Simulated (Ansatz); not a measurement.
Consider the ligand exchange at a B–Se bond: `B[SeH]` + `OB[SiH2][AlH2]` → `BOB[SiH2][AlH2]` + H₂Se.

Computed with Ansatz on PBE0-D4/def2-TZVP structures; ΔE is electronic, products minus reactants. CCSD(T)/CBS is the MP2 limit (def2-TZVPP, def2-QZVPP) plus CCSD(T) − MP2 in def2-TZVPP, frozen cores. DFT in def2-TZVPP. B3LYP here is the variant with VWN-RPA as its local correlation; programs differ in this. HSE06 is defined as in plane-wave codes. For Se outer-core shells are correlated without core-valence functions, which leaves a few kJ/mol of doubt a bond. Scalar relativity is left out up to krypton. One conformer a species, not always the lowest.

```csv
level,ΔE (kJ/mol),difference from CCSD(T)/CBS
LDA (SPW92),-27.4,-9.2
PBE-D4,-19.7,-1.5
revPBE-D4,-18.0,0.2
BLYP-D4,-32.7,-14.5
r2SCAN-D4,-22.7,-4.5
B97M-V,-24.9,-6.7
PBE0-D4,-19.2,-1.0
B3LYP-D4,-31.9,-13.7
r2SCANh-D4,-22.4,-4.2
HSE06-D4,-19.3,-1.1
BHLYP-D4,-32.6,-14.4
CAM-B3LYP-D4,-35.0,-16.8
ωB97X-V,-23.2,-5.0
ωB97M-V,-24.4,-6.2
B2PLYP,-25.2,-7.0
PBE-QIDH,-16.1,2.1
PBE,-19.1,-0.9
revPBE,-17.0,1.2
BLYP,-32.0,-13.8
r2SCAN,-22.2,-4.0
PBE0,-18.5,-0.3
B3LYP,-31.2,-13.0
r2SCAN0,-21.5,-3.3
HSE06,-18.5,-0.3
BHLYP,-32.4,-14.2
CAM-B3LYP,-34.2,-16.0
LC-ωPBE,-22.4,-4.2
RPA@PBE/def2-TZVPP,-12.9,5.3
HF/def2-SVP,-41.6,-23.4
MP2/def2-SVP,-28.1,-9.9
CCSD/def2-SVP,-31.9,-13.7
CCSD(T)/def2-SVP,-30.2,-12.0
HF/def2-TZVPP,-35.2,-17.0
MP2/def2-TZVPP,-13.6,4.6
SCS-MP2/def2-TZVPP,-18.5,-0.3
HF/def2-QZVPP,-37.4,-19.2
MP2/def2-QZVPP,-15.3,2.9
HF/CBS(def2),-37.7,-19.5
MP2/CBS(def2),-15.2,3.0
CCSD/CBS(def2),-20.8,-2.6
CCSD(T)/CBS,-18.2,0
```

Largest T1 diagnostic among the species: 0.017.

Leaving LDA and LC-ωPBE aside and taking each functional with its dispersion term where it has one, the values spread over 18.9 kJ/mol, from CAM-B3LYP-D4 to PBE-QIDH. LDA lies −8.3 kJ/mol from PBE without D4. In def2-TZVPP, CCSD(T) changes the Hartree–Fock value by +18.6 kJ/mol (the triples alone add +2.6 kJ/mol) and MP2 by +21.6 kJ/mol. At CCSD(T), def2-SVP lies −12.0 kJ/mol from the extrapolated value and def2-TZVPP +1.5 kJ/mol.
